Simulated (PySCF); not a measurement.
## Radial density of Cu²⁺ (copper, charge +2)

LDA, [Ar] 3d9, 2D determinant. All numbers are calculated (PySCF 2.14, scalar relativity by spin-free X2C-1e, in cc-pVDZ-DK (6s5p3d1f, 43 functions)).

```tsv
r (bohr)	4πr²ρ (e/bohr)	4πr²(ρα − ρβ)
0.000925	0.2727	0.0000
0.00156	0.6809	0.0000
0.00262	1.663	0.0000
0.00440	3.920	0.0000
0.00740	8.698	0.0001
0.0125	17.35	0.0001
0.0209	28.78	0.0002
0.0352	35.36	0.0005
0.0593	30.20	0.0021
0.0997	30.28	0.0150
0.168	40.23	0.0992
0.282	23.61	0.4498
0.474	20.06	1.0318
0.798	18.36	0.9486
1.34	4.623	0.3313
2.26	0.4955	0.0378
3.80	0.01857	0.0003
6.39	1.762e-05	0.0000
```

Densities and radii are taken from the X2C orbitals without a picture-change correction, which distorts them close to the nucleus.
